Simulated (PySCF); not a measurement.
# Converging SnF⁺ in the basis (CCSD(T))

PySCF, RHF reference; singlet, unpaired electrons none; De to Sn⁺ + F without counterpoise correction. Frozen cores follow the default of each basis and core potential.

| basis | relativity | functions | Re (Å) | ωe (cm⁻¹) | De (eV) | frozen orbitals |
| --- | --- | --- | --- | --- | --- | --- |
| cc-pVDZ-PP/cc-pVDZ | scalar-relativistic core potentials | 37 | 1.913 | 690 | 4.50 | 5 |
| x2c-SVPall | spin-free X2C | 50 | 1.906 | 700 | 4.63 | 19 |
| def2-TZVPPD | scalar-relativistic core potentials | 96 | 1.875 | 693 | 5.08 | 5 |

How does each smaller set differ from the one with most functions, def2-TZVPPD?

cc-pVDZ-PP/cc-pVDZ: +3.8 pm, -0.4 % in ωe, -0.58 eV in De; x2c-SVPall: +3.1 pm, +1.0 % in ωe, -0.45 eV in De. All at CCSD(T); the set with most functions is neither the basis-set limit nor always the best. The rows treat relativity differently, so the differences are not basis effects alone.

Correlated steps freeze the inner cores (5 to 19 orbitals); shallow outer-core shells are correlated. Correlated levels converge slowly with the basis: in double zeta they bind strong bonds too weakly, by up to about 1 eV, and carry superposition errors of some tenths. These are scalar-relativistic numbers at best; spin–orbit coupling would shift them, the dissociation energy most. For an ion De counts to the pair picked by the measured ionisation energies or electron affinities, which need not be the lowest pair at this level. Where the molecule has an RHF reference, its open-shell atoms are computed with UHF.
